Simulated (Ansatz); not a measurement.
ClFH₅NO₂Si₂ (`O[Si@H](F)N[Si@H](O)Cl`). The species carries charge 0 and has multiplicity 1. The structure was optimised at the PBE0-D4/def2-TZVP level. It is one conformer, not always the lowest.

```xyz
12

O    -1.414    0.556   -1.093
Si    0.120    1.127   -0.950
F     0.874    0.747   -2.304
N     0.784    0.395    0.430
Si    0.440   -1.132    1.155
O    -0.817   -1.810    0.389
Cl    0.067   -0.787    3.148
H    -1.819    0.593   -1.962
H     0.197    2.595   -0.848
H     1.418    0.984    0.954
H     1.570   -2.075    1.125
H    -1.421   -1.193   -0.043
```

Q: What is the dipole moment at ωB97M-V/def2-TZVPP? (Estimate.)

A: Ansatz gave: 2.76 D, with components (-0.37, 2.21, -1.62) D in this frame, pointing from negative to positive charge.

Q: And with PBE, r2SCAN, B3LYP? (Estimate.)

A: Ansatz gave: PBE 2.66 D, r2SCAN 2.73 D, B3LYP 2.75 D.

Q: Give the Mulliken charges with ωB97M-V, PBE, B3LYP in def2-TZVPP. (An estimate is asked.)

A: Ansatz gave: 
| atom | ωB97M-V | PBE | B3LYP |
| --- | --- | --- | --- |
| O1 | -0.41 | -0.37 | -0.42 |
| Si2 | 0.66 | 0.59 | 0.71 |
| F3 | -0.30 | -0.27 | -0.32 |
| N4 | -0.33 | -0.26 | -0.32 |
| Si5 | 0.58 | 0.53 | 0.64 |
| O6 | -0.39 | -0.35 | -0.40 |
| Cl7 | -0.23 | -0.24 | -0.26 |
| H8 | 0.19 | 0.20 | 0.20 |
| H9 | -0.05 | -0.09 | -0.09 |
| H10 | 0.10 | 0.13 | 0.12 |
| H11 | -0.03 | -0.07 | -0.08 |
| H12 | 0.20 | 0.20 | 0.20 |

B3LYP here is the variant with VWN-RPA as its local correlation; programs differ in this.
